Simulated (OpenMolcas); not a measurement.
Cr: thermal populations, worked from levels

```
Program             : OpenMolcas
Basis               : ANO-RCC-VTZP [6s5p3d2f1g]
Scalar Hamiltonian  : DKH2, point nucleus
Active space        : 6 electrons in 6 orbitals (3d 4s)
State averaging     : 2S+1 = 7 even, 1 root; 2S+1 = 5 even, 23 roots; 2S+1 = 3 even, 9 roots
Spin-orbit coupling : RASSI with atomic mean-field integrals over the reference wave functions, term energies averaged over their components
```

Methods: CASSCF; MS-CASPT2, IPEA 0.25 Eh, imaginary shift 0.1 Eh (closed shells correlated: 3s 3p). Measured levels: NIST Handbook of Basic Atomic Spectroscopic Data.

**Thermal populations.** Z = Σ (2J + 1) exp(-E/kT) with k = 0.695035 cm-1/K, over the levels below. No other level of either list lies under 20500 cm-1, which is above 7 kT at each temperature.

```json
{"Level": "3d⁵ 4s ⁷S₃", "2J + 1": "7", "MS-CASPT2": "0.0", "measured": "0.0"}
{"Level": "3d⁴ 4s² ⁵D₀", "2J + 1": "1", "MS-CASPT2": "7530", "measured": "7751"}
{"Level": "3d⁴ 4s² ⁵D₁", "2J + 1": "3", "MS-CASPT2": "7580", "measured": "7811"}
{"Level": "3d⁵ 4s ⁵S₂", "2J + 1": "5", "MS-CASPT2": "7680", "measured": "7593"}
{"Level": "3d⁴ 4s² ⁵D₂", "2J + 1": "5", "MS-CASPT2": "7690", "measured": "7927"}
{"Level": "3d⁴ 4s² ⁵D₃", "2J + 1": "7", "MS-CASPT2": "7840", "measured": "8095"}
{"Level": "3d⁴ 4s² ⁵D₄", "2J + 1": "9", "MS-CASPT2": "8050", "measured": "8308"}
```

```csv
T (K),"Z, MS-CASPT2","Z, measured levels","Ground level (%), MS-CASPT2","Ground level (%), measured levels"
3000,7.709,7.649,90.8,91.5
```

At 3000 K, kT = 2085 cm-1, and the computed levels give Z = 7.000 + 0.027 + 0.079 + 0.126 + 0.125 + 0.163 + 0.189 = 7.709.

CASPT2 does not keep the components of a term degenerate, so their means are used; among the terms shown or strongly mixed into the levels shown the widest spread is 140 cm-1 (3d⁴ 4s² ⁵D, MS-CASPT2). Over all roots computed the reference weight is 0.85 to 0.91 in MS-CASPT2; the roots of lowest weight are the least certain, and an intruder state may touch them. A single d shell beside an s shell can misplace configurations of different d count against each other. Without dynamic correlation excited terms often stand tens of per cent too high (terms of higher spin than the ground term too low), and those without a measured partner can miss by more than the paired ones (holds for CASSCF). Computed and measured levels are paired by configuration, term and J; levels that our copy of the source lacks, or whose pairing is in doubt (as where it misses far off the trend of its configuration), stay unpaired and out of the deviations. Levels of configurations outside the active space are missing.
